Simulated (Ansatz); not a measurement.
Molecule: selenophen-3-ol, C4H4OSe (charge 0, singlet). SMILES: Oc1cc[se]c1
Structure (B3LYP-D3(BJ)/def2-TZVP (Ansatz, an electronic-structure program) minimum search):
```xyz
10

O      2.6561    -0.8820     0.0764
C      1.3229    -0.5798     0.0452
C      0.2909    -1.5727     0.0837
C     -0.9716    -1.0782     0.0436
Se    -0.9797     0.7858    -0.0517
C      0.8887     0.7063    -0.0256
H      2.7672    -1.8370     0.1264
H      0.5055    -2.6332     0.1404
H     -1.8927    -1.6364     0.0613
H      1.4980     1.5927    -0.0637
```
Charge 0, spin multiplicity 1.

Property: vertical ionisation energy (to the doublet state of charge +1; each state is the SCF solution reached for its spin; the UHF <S^2> is 0.85 for the doublet (pure: 0.75); for the doublet T1 is 0.057; for the singlet the Hartree-Fock reference is unstable and T1 is 0.014), in eV. Valence correlation only, unless marked. UHF or UKS for open shells. No spin-orbit coupling. Frozen are the shells of the preceding noble gas and the d and f shells that filled before the atom's block. Non-relativistic. CBS marks a two-point X^-3 extrapolation of the correlation energy; Hartree-Fock from the larger set. [CCSD(T)-MP2]/basis is that difference in the basis named.

| level | program | vertical ionisation energy (eV) |
|---|---|---|
| HF/aug-cc-pVQZ | Ansatz | 7.23 |
| PBE/def2-TZVPD | Ansatz | 8.08 |
| r2SCAN/def2-TZVPD | Ansatz | 8.13 |
| B3LYP/def2-TZVPD | Ansatz | 8.22 |

Problem. Estimate the value at RI-MP2/CBS(aug-cc-pVTZ,aug-cc-pVQZ)+[CCSD(T)-MP2]/aug-cc-pVTZ as computed with Ansatz.

Solution. 8.48 eV
